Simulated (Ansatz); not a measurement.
`CO[AsH2]` → `[AsH3]` + `C=O`  (β-hydride elimination)

Computed with Ansatz on PBE0-D4/def2-TZVP structures; ΔE is electronic, products minus reactants. CCSD(T)/CBS adds triple-zeta CCSD(T) − MP2 to the extrapolated MP2 energy (def2 sets, frozen cores). This one scheme is used for every species. DFT in def2-TZVPP. B3LYP here is the variant with VWN-RPA as its local correlation; programs differ in this. For As outer-core shells are correlated without core-valence functions, which leaves a few kJ/mol of doubt a bond. Scalar relativity is left out up to krypton.

```csv
level,ΔE (eV)
revPBE-D4,0.80
B3LYP-D4,0.81
PBE,0.79
PBE0,0.87
r2SCANh,0.90
MP2/def2-TZVPP,0.88
SCS-MP2/def2-QZVPP,0.83
MP2/CBS(def2),0.93
```

Question: What does CCSD(T)/CBS give? (Best estimate.)

Answer: The calculation gave: +0.84 eV. The listed levels differ from it by -0.04, -0.03, -0.05, 0.03, 0.06, 0.04, -0.01, 0.09 eV.

Largest T1 diagnostic among the species: 0.015.

At CCSD(T), def2-SVP lies −0.34 eV from the extrapolated value and def2-TZVPP −0.05 eV. From BLYP to BHLYP (50 % exact exchange), in def2-TZVPP and without D4, ΔE moves by +0.25 eV. In def2-TZVPP, CCSD(T) changes the Hartree–Fock value by +0.19 eV (the triples alone add +0.01 eV) and MP2 by +0.29 eV.
